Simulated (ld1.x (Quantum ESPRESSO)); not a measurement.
**Which change was made? (Te, TM)**

```
Element                 : Te
Generator               : ld1.x (Quantum ESPRESSO) 7.5
Type                    : norm-conserving Troullier–Martins (Kleinman–Bylander form)
Functional              : PBE
Relativity              : scalar-relativistic
Frozen core             : [Kr]
Valence charge          : 16
Reference configuration : 4d10 5s2 5p4
Partial waves           : 5p (bound): rc 2.00 bohr; 4d (bound): rc 1.10 bohr; 4f channel at -0.1 Ry: rc 2.10 bohr; 5s (bound): rc 1.80 bohr
Local potential         : the s channel
Core correction         : none
```

Cutoffs, loose and tight: the cutoffs (Ry, on a coarse ladder) from which the occupation-weighted sum of valence levels, in a spherical-Bessel basis at the reference potential, stays within 10 and 1 mRy of its value at 400 Ry. They do not see the model core or the augmentation charge, which bear on the density cutoff. Test errors are all-electron minus pseudo excitation energies from the reference, over the configurations 4d10 5s2 5p3; 4d10 5s2 5p2; 4d10 5s2 5p1; 4d10 5s2 5p0; 4d10 5s2 5p4.3; 4d10 5s0 5p6; 4d9 5s2 5p4; variants that change the core or the reference have their own tests.

The base gives: outcome: generated; cutoff, loose: 120 Ry; cutoff, tight: 200 Ry; bound ghosts: none; largest test error (meV): -396.

(1) After one change the result is: outcome: generated; cutoff, loose: 100 Ry; cutoff, tight: 160 Ry; bound ghosts: none; largest test error (meV): -185. Which change was it?
A. all radii scaled by about 0.75 (s 1.36, p 1.50, d 0.82, f 1.58 bohr)
B. all radii scaled by about 1.25 (s 2.24, p 2.50, d 1.36, f 2.62 bohr)
C. all radii scaled by about 1.37 (s 2.46, p 2.74, d 1.50, f 2.88 bohr)
D. all radii scaled by about 0.85 (s 1.52, p 1.70, d 0.94, f 1.78 bohr)

Answers

(1) C. The others give: all radii scaled by about 0.85 (s 1.52, p 1.70, d 0.94, f 1.78 bohr) → outcome: generated; cutoff, loose: 120 Ry; cutoff, tight: 180 Ry; bound ghosts: none; largest test error (meV): -271 | all radii scaled by about 0.75 (s 1.36, p 1.50, d 0.82, f 1.58 bohr) → outcome: generated; cutoff, loose: 230 Ry; cutoff, tight: over 300 Ry; bound ghosts: p; largest test error (meV): +145 | all radii scaled by about 1.25 (s 2.24, p 2.50, d 1.36, f 2.62 bohr) → outcome: generated; cutoff, loose: 100 Ry; cutoff, tight: 180 Ry; bound ghosts: none; largest test error (meV): -304.
